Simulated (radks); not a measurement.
O+, configuration [He] 2s2 2p3.

Calculated with a radial shooting solver on a logarithmic mesh with Libxc functionals: scalar-relativistic Kohn-Sham, B86b exchange with PBE correlation, spin-polarised, spherical densities, point nucleus; open shells are filled with parallel spins first.

Energy parts (hartree):
| part | energy |
|---|---|
| total | -74.61405 |
| kinetic | 74.55466 |
| electron-nucleus | -173.07672 |
| Hartree | 31.98944 |
| exchange-correlation | -8.08142 |

Orbitals (lengths in bohr, moments of r in powers of bohr; <r^-3> diverges for s and p1/2; r(90%) holds 90 % of the orbital's charge):
1s up: occ. 1; eigenvalue (hartree) -19.61789; r(90%) 0.358; <r^2> 0.05395
1s down: occ. 1; eigenvalue (hartree) -19.53746; r(90%) 0.357; <r^2> 0.05353
2s up: occ. 1; eigenvalue (hartree) -1.52949; r(90%) 1.70; <r^2> 1.378
2s down: occ. 1; eigenvalue (hartree) -1.31367; r(90%) 1.77; <r^2> 1.490
2p up: occ. 3; eigenvalue (hartree) -0.97029; r(90%) 1.83; <r^2> 1.494; <r^-3> 6.295
2p down: occ. 0; eigenvalue (hartree) -0.75890; r(90%) 2.01; <r^2> 1.757; <r^-3> 5.715

The highest occupied level is 2p up at -26.403 eV. Spin moment in Bohr magnetons: 3. For comparison, the ionisation energy in NIST's Atomic Spectra Database is 35.121 eV (measured). In exact Kohn-Sham theory the highest level is minus the ionisation energy, but local and semilocal functionals leave it too shallow, through self-interaction and a potential that decays too fast; potentials with the right tail come closer. Summed over all electrons, <r^2> = 7.458 bohr^2, which gives a Langevin (diamagnetic) susceptibility term of -5.91 x 10^-6 cm^3/mol.
